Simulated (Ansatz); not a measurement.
Consider the ligand exchange at a B–Cl bond: `OB([SiH3])Cl` + `N[SiH3]` → `OB([SiH3])N[SiH3]` + HCl.

Computed with Ansatz on PBE0-D4/def2-TZVP structures; ΔE is electronic, products minus reactants. CCSD(T)/CBS is the MP2 limit (def2-TZVPP, def2-QZVPP) plus CCSD(T) − MP2 in def2-TZVPP, frozen cores. This one scheme is used for every species. DFT in def2-TZVPP. Each species was taken in one conformer, which may not be the lowest.

Is it downhill or uphill in electronic energy at CCSD(T)/CBS, and by how much? (Estimate.)

The calculation gave: Downhill: ΔE = -4.7 kcal/mol.

What do these levels give: PBE-D4, r2SCAN-D4, PBE0-D4, PBE, HF/def2-TZVPP, CCSD/CBS(def2)? (Best estimate.)

Ansatz gave: PBE-D4 -4.0, r2SCAN-D4 -4.0, PBE0-D4 -4.3, PBE -3.0, HF/def2-TZVPP -3.4, CCSD/CBS(def2) -4.7 kcal/mol.

Largest T1 diagnostic among the species: 0.013.

In def2-TZVPP, CCSD(T) changes the Hartree–Fock value by −1.8 kcal/mol (the triples alone add −0.0 kcal/mol) and MP2 by −1.1 kcal/mol. The D4 term adds −1.5 kcal/mol with B3LYP and −0.9 kcal/mol with PBE0; it sums over pairs of atoms, weighted by their polarisabilities, and B3LYP, whose exchange is more repulsive, gets the larger term.

B3LYP here is the variant with VWN-RPA as its local correlation; programs differ in this.
